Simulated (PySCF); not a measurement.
C3H2F3O, SMILES OC(C(F)(F)F)=[CH], multiplicity 2. Atoms are numbered in the order given.

```xyz
9

C      1.3280     1.5461     0.0000
C      0.1429     0.9571     0.0000
O     -1.0755     1.5548     0.0000
C     -0.0087    -0.5547     0.0000
F     -0.6839    -0.9716    -1.0830
F     -0.6839    -0.9716     1.0830
F      1.1896    -1.1592     0.0000
H      2.3784     1.2751     0.0000
H     -0.9432     2.5167     0.0000
```
Charge 0, spin multiplicity 2.

Geometry optimised at TPSSh-D3(BJ)/def2-SVP. The isomer is the one that the SMILES or the coordinates give; other isomers of the formula were not compared. The values are those of a single conformer.

The numbers are results of SMD-B3LYP/def2-SVP (PySCF), not measurements.

Solvation free energies are E(SMD) − E(gas) at the gas-phase geometry, for 1 M in both phases. In vacuum the dipole moment is 2.51 D.

Computed solvation free energies in water, tetrahydrofuran, methanol:
```csv
solvent,ΔG(solv) (kcal/mol),its non-electrostatic (CDS) part,dipole (D)
water,-1.3,5.8,3.11
tetrahydrofuran,-2.2,1.2,2.88
methanol,-3.8,3.1,3.09
```
